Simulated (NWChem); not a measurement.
# CHCl$_{2}$F; SMILES FC(Cl)Cl

```xyz
5

F      1.5952    -0.1809     0.0000
C      0.3872     0.4094     0.0000
Cl    -0.4994    -0.0603    -1.4819
Cl    -0.4994    -0.0603     1.4819
H      0.4963     1.4924     0.0000
```
Atoms are numbered in this order, from 1.

Results from NWChem. Pople sets run with spherical d functions. STO-3G and 3-21G are far too small for this property and stand as cheap habits. Structure relaxed at the B3LYP/6-31G* (spherical d) level. Field at 589 nm.

| level | isotropic polarisability (bohr³) | anisotropy (bohr³) |
|---|---|---|
| B3LYP/STO-3G | 14.8 | 15.3 |
| B3LYP/6-31G* | (withheld) | (withheld) |
| B3LYP/def2-SVP | 29.4 | 17.7 |
| B3LYP/def2-SVPD | 45.6 | 17.8 |
| B3LYP/aug-cc-pVDZ | 44.8 | 18.5 |

### Question
What belongs in the gaps?

### Answer

- B3LYP/6-31G*, isotropic polarisability (bohr³): 31.3
- B3LYP/6-31G*, anisotropy (bohr³): 20.0
